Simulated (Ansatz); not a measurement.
Calculated with Ansatz (gas phase, PBE0-D4/def2-TZVP geometries, no zero-point term in ΔE). CBS: MP2 limit from def2 TZ/QZ plus the TZ coupled-cluster correction, frozen cores. Functionals use def2-TZVPP. B3LYP here is the variant with VWN-RPA as its local correlation; programs differ in this. For Br outer-core shells are correlated without core-valence functions, which leaves a few kJ/mol of doubt a bond. Scalar relativity is left out up to krypton. One conformer a species, not always the lowest.

Consider the ligand exchange at the Al–N bond: `C[SiH2][NH][AlH2]` + HBr → `[AlH2][Br]` + `C[SiH2]N`.

| level | ΔE (kJ/mol) | difference from CCSD(T)/CBS |
| --- | --- | --- |
| r2SCAN-D4 | -58.5 | -0.3 |
| B3LYP-D4 | -54.4 | 3.8 |
| ωB97X-V | -58.7 | -0.5 |
| ωB97M-V | -58.1 | 0.1 |
| B2PLYP | -57.9 | 0.3 |
| r2SCAN | -59.6 | -1.4 |
| PBE0 | -64.1 | -5.9 |
| MP2/def2-TZVPP | -55.6 | 2.6 |
| SCS-MP2/def2-TZVPP | -54.7 | 3.5 |
| CCSD/def2-TZVPP | -55.2 | 3.0 |
| CCSD(T)/def2-TZVPP | -52.7 | 5.5 |
| HF/def2-QZVPP | -71.3 | -13.1 |
| MP2/def2-QZVPP | -58.3 | -0.1 |
| HF/CBS(def2) | -71.1 | -12.9 |
| MP2/CBS(def2) | -61.1 | -2.9 |
| CCSD/CBS(def2) | -60.7 | -2.5 |
| CCSD(T)/CBS | -58.2 | 0 |

Largest T1 diagnostic among the species: 0.011.

In def2-TZVPP, CCSD(T) changes the Hartree–Fock value by +19.8 kJ/mol (the triples alone add +2.5 kJ/mol) and MP2 by +16.9 kJ/mol. From PBE to PBE0 (25 % exact exchange), in def2-TZVPP and without D4, ΔE moves by −4.5 kJ/mol. The D4 term adds +5.6 kJ/mol with B3LYP and +3.2 kJ/mol with PBE0; it sums over pairs of atoms, weighted by their polarisabilities, and B3LYP, whose exchange is more repulsive, gets the larger term.
